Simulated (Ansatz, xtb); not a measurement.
## CH2CuFO: 3 structures ranked

3 gas-phase structures of CH2CuFO, found in a search over its isomers (lower ones may exist). Each was relaxed with GFN2-xTB:

A. a singlet given by its coordinates
B. a singlet given by its coordinates
C. `O[C@@H](F)[Cu]`, a singlet

A (Å):

```xyz
6

C    -0.4446    0.4434    0.3328
Cu    1.0253   -0.6201   -1.5789
F    -1.7633    0.2607    0.1711
O     0.2721    0.7182   -0.6087
H    -0.1723    0.4147    1.3888
H     1.6342   -1.6634   -2.3745
```

Close contacts (Å): C1–Cu2 2.64, C1–F3 1.34, C1–O4 1.21, Cu2–O4 1.82, C1–H5 1.09, Cu2–H6 1.45.

B (Å):

| atom | x (Å) | y (Å) | z (Å) |
| --- | --- | --- | --- |
| C | -1.0069 | -1.7435 | 1.4082 |
| Cu | -1.5493 | -3.5625 | -0.4394 |
| F | -2.3869 | -1.6419 | 1.0841 |
| O | -0.4247 | -2.7143 | 0.7014 |
| H | -0.9931 | -1.9341 | 2.4963 |
| H | -0.5986 | -0.7427 | 1.1845 |

Close contacts (Å): C1–Cu2 2.65, C1–F3 1.42, C1–O4 1.33, Cu2–O4 1.81, C1–H5 1.10, C1–H6 1.10.

Problem. Which do you expect lowest at r2SCAN-D4/def2-SVP, and how would the others follow?

Solution. Calculated order at r2SCAN-D4/def2-SVP: A (0.000), B (0.061), C (0.753) eV. CCSD(T)/def2-TZVP after further relaxation puts B lowest instead.

Energies above the lowest of each column, in eV; the last columns are at PBE0-D3(BJ)/def2-SVP geometries (a dash: not run or not comparable):

```json
{"structure": "A", "GFN2-xTB": "0.000", "HF/STO-3G": "5.516", "r2SCAN-D4/def2-SVP": "0.000", "PBE0-D3(BJ)/def2-SVP": "0.000", "CCSD(T)/def2-TZVP": "0.134"}
{"structure": "B", "GFN2-xTB": "0.959", "HF/STO-3G": "0.000", "r2SCAN-D4/def2-SVP": "0.061", "PBE0-D3(BJ)/def2-SVP": "0.025", "CCSD(T)/def2-TZVP": "0.000"}
{"structure": "C", "GFN2-xTB": "2.077", "HF/STO-3G": "2.253", "r2SCAN-D4/def2-SVP": "0.753", "PBE0-D3(BJ)/def2-SVP": "0.641", "CCSD(T)/def2-TZVP": "–"}
```

CCSD(T)/def2-TZVP puts B lowest of those it was run on; GFN2-xTB picks A, r2SCAN-D4/def2-SVP picks A, PBE0-D3(BJ)/def2-SVP picks A. CCSD(T)/def2-TZVP orders those it was run on as B (0.000), A (0.134) eV. Some further structures that were screened fall inside this span and aren't listed. Flexible structures stand in one conformer each, not always the lowest. Frequencies (PBE0-D3(BJ)/def2-SVP) were run for A, B alone. Large T1 diagnostics make some coupled-cluster values less sure.

Programs: Ansatz 0.2.0, xtb 6.7.1.
